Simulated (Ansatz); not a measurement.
Sn(CCH)H3 (C₂H₄Sn). Total charge 0; singlet. Geometry PBE0-D4/def2-TZVP, basis def2-TZVP, Ansatz.

```xyz
7

Sn    1.001    0.287    0.519
C    -0.790   -0.227   -0.409
C    -1.828   -0.525   -0.947
H    -2.745   -0.788   -1.422
H     1.863    1.311   -0.531
H     1.869   -1.144    0.817
H     0.630    1.086    1.974
```

```
run  HOMO (eV)  LUMO (eV)
  A     -10.90       2.13
  B      -6.72      -0.62
  C      -6.89      -0.74
  D      -7.05      -0.95
  E      -7.58      -0.16
  F      -8.10       0.17
```

In the def2 sets Sn takes a core potential; there is no spin–orbit coupling. LC-ωPBE has ω = 0.4 bohr⁻¹.

Question: The runs used BLYP, LC-ωPBE, LDA (SPW92), PBE, PBE0, r2SCANh. Estimate which is which.

Answer: A LC-ωPBE (range-separated); B BLYP (0 % exact exchange); C PBE (0 % exact exchange); D LDA (SPW92) (0 % exact exchange); E r2SCANh (10 % exact exchange); F PBE0 (25 % exact exchange). Exact exchange lowers occupied and raises empty levels; among semilocal functionals meta-GGAs tend to open the gap a little, and such runs are hard to tell apart. The gap grows from 6.10 eV (LDA (SPW92)) to 13.03 eV (LC-ωPBE).
